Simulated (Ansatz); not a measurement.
`BC[SiH](N)F` + H–F → `N[SiH](F)F` + `BC` at 600 K and 1 bar (ligand exchange at the Si–C bond).

Gas-phase electronic energies from Ansatz, PBE0-D4/def2-TZVP geometries. CCSD(T)/CBS is the MP2 limit (def2-TZVPP, def2-QZVPP) plus CCSD(T) − MP2 in def2-TZVPP, frozen cores. This one scheme is used for every species. One conformer a species, not always the lowest.

```
      species  CCSD(T)/CBS energy (Eh)  H − E (kJ/mol)  S (J/(mol·K))
`BC[SiH](N)F`               -510.73515           295.2          462.2
          H–F               -100.39570            42.3          194.0
 `N[SiH](F)F`               -545.34917           153.9          375.0
         `BC`                -65.83255           180.5          296.9
```

H − E and S are ideal-gas, rigid-rotor, harmonic terms from PBE0-D4/def2-TZVP, for one conformer and one mirror image of each species. 1 Eh = 2625.50 kJ/mol, R = 8.31446 J/(mol·K).

Problem. By hand: ΔE, ΔH, ΔS and ΔG.

Solution. ΔE = (-545.34917) + (-65.83255) − (-510.73515) − (-100.39570) = -0.05087 Eh = -133.6 kJ/mol. Δ(H − E) = 153.9 + 180.5 − 295.2 − 42.3 = -3.1, so ΔH = -136.7 kJ/mol. ΔS = 375.0 + 296.9 − 462.2 − 194.0 = 15.7 J/(mol·K). ΔG = -136.7 − 600 × (15.7)/1000 = -146.1 kJ/mol.

Problem. By hand: the equilibrium constant, and the temperature at which ΔG would vanish if ΔH and ΔS stayed fixed.

Solution. log₁₀ K = −ΔG/(RT ln 10) = 12.7. ΔH and −TΔS have one sign here, so there is no such temperature.

ΔH outweighs TΔS. A doubt of 5 kJ/mol in ΔE shifts log₁₀ K by 0.4 here. Other conformers and mirror images would add mixing entropy, several J/(mol·K) or more a flexible species. Modes under 60 cm⁻¹, often nearly free rotors, make the harmonic entropy too high. These are equilibria of isolated gas molecules and say nothing of rates. Largest T1 diagnostic: 0.011 (customary marks: 0.02 for closed shells, 0.045 for open ones).
